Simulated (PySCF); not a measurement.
Isomers of C5H6NP.

All values: PBE0/pcSseg-1 (PySCF) at GFN2-xTB geometries, gas phase, one conformer each.

Question: Rank by dipole moment, lowest first.
A. `Cc1ncccp1`
B. `p1ccc(C)nc1`
C. `CC1=CN=CP=C1`
D. `[CH2:1]=[P:2][n:3]1[cH:4][cH:5][cH:6][cH:7]1` with C1–P2–N3–C4 164°
E. `Cc1cpccn1`

Answer: E (0.58 D), D (0.84 D), A (1.22 D), B (2.08 D), C (2.40 D).

All values together:

| SMILES | μ (D) | HOMO (eV) | LUMO (eV) | lowest IAO charge (e) | highest IAO charge (e) | lowest Hirshfeld charge (e) | highest Hirshfeld charge (e) |
| --- | --- | --- | --- | --- | --- | --- | --- |
| Cc1cncpc1 | 2.40 | -6.99 | -1.81 | -0.427 (C) | +0.338 (P) | -0.152 (N) | +0.086 (P) |
| Cc1ccpcn1 | 2.08 | -7.01 | -1.70 | -0.438 (C) | +0.319 (P) | -0.148 (N) | +0.081 (C) |
| Cc1ncccp1 | 1.22 | -6.97 | -1.78 | -0.431 (C) | +0.305 (P) | -0.150 (N) | +0.077 (P) |
| Cc1cpccn1 | 0.58 | -7.36 | -1.96 | -0.436 (C) | +0.426 (P) | -0.154 (N) | +0.124 (P) |
| C=Pn1cccc1 | 0.84 | -6.47 | -1.77 | -0.617 (C) | +0.557 (P) | -0.176 (C) | +0.189 (P) |
| Cc1ccncp1 | 2.44 | -7.03 | -1.74 | -0.425 (C) | +0.305 (P) | -0.156 (N) | +0.078 (P) |

Conformers: `[CH2:1]=[P:2][n:3]1[cH:4][cH:5][cH:6][cH:7]1` with C1–P2–N3–C4 164°.
